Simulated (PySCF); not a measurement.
## Where the electron goes

Species: C4H8F2OSi.
Structure used (GFN2-xTB), in Å, numbered top down from 1:
```
atom  x, y, z in Å
F1     0.7314   -1.4981    0.7454
C2     0.0127   -0.3909    0.3282
C3     0.6908    0.2413   -0.8723
Si4    2.4645    0.8319   -0.4836
C5    -1.3884   -0.8731    0.0017
O6    -2.3801    0.1086   -0.1893
C7    -2.5046   -0.6708    0.9274
F8    -2.2684   -0.0597    2.1103
H9    -0.0135    0.2973    1.1811
H10    0.0677    1.0738   -1.1979
H11    0.7036   -0.4883   -1.6833
H12    2.3825    1.8818    0.5337
H13    3.0185    1.3642   -1.7288
H14    3.2615   -0.2929   -0.0048
H15   -1.4312   -1.7131   -0.6881
H16   -3.3547   -1.3401    1.0089
```

Method: TDDFT PBE0/def2-SVPD, vertical, gas phase, core orbitals frozen in the response in PySCF.

Frontier orbitals with the atoms that hold most of them (Löwdin shares over 4%, at most four atoms; ? is withheld):

```
orbital  ε (eV)                             atoms
 HOMO-3   -9.72  Si4 38%, H14 26%, H12 20%, C3 8%
 HOMO-2   -9.58   Si4 20%, C3 17%, F1 10%, O6 10%
 HOMO-1   -8.87    O6 38%, C5 18%, C7 12%, F8 10%
   HOMO   -8.72                                 ?
   LUMO       ?                                 ?
 LUMO+1    0.78   Si4 32%, H13 10%, H14 8%, F1 8%
 LUMO+2    0.92  H16 19%, C7 18%, H15 16%, O6 14%
```

Question: Give the leading atoms of the LUMO.

Answer: Si4 (bonded to C and 3 H) 34%; C3 (bonded to C, Si and 2 H) 12%; H13 (bonded to Si) 9%; H12 (bonded to Si) 8%. By element: silicon 34%, hydrogen 17% or more, carbon 12% or more.

Question: Give the leading atoms of the HOMO.

Answer: C3 (bonded to C, Si and 2 H) 22%; Si4 (bonded to C and 3 H) 15%; C5 (bonded to 2 C, O and H) 13%; O6 (bonded to 2 C) 13%. By element: carbon 35% or more, silicon 15%, oxygen 13%.

Question: What is the LUMO energy, and the HOMO–LUMO gap?

Answer: ε(LUMO) = 0.46 eV; the gap is 9.17 eV (0.3371 hartree).

Question: How does S1 compare with the orbital gap of 9.17 eV?

Answer: S1 is at 8.10 eV (f = 0.024), 1.07 eV below the gap, made of HOMO→LUMO (96%). Without the coupling terms of the response equations the lowest excitation would equal the gap.

Question: Give energy, strength and leading configuration of S1 and S3, and follow the Löwdin shares of the leading atoms from the occupied to the empty orbital.

Answer: 
- S1 (8.10 eV, f 0.024), HOMO→LUMO (96%): C3 22% → 12%, Si4 15% → 34%
- S3 (8.38 eV, f 0.0054), HOMO-1→LUMO (72%): O6 38% → at most 8%, C5 18% → at most 8%, Si4 at most 10% → 34%, C3 at most 10% → 12%

Time: 70 s wall; peak memory 1.0 GiB. Hardware: an Arm Neoverse V2 with one thread, shared host.

One conformer stands for the species.

Without π bonds the low states are Rydberg-like; a valence basis with one diffuse set may place them up to an eV too high.
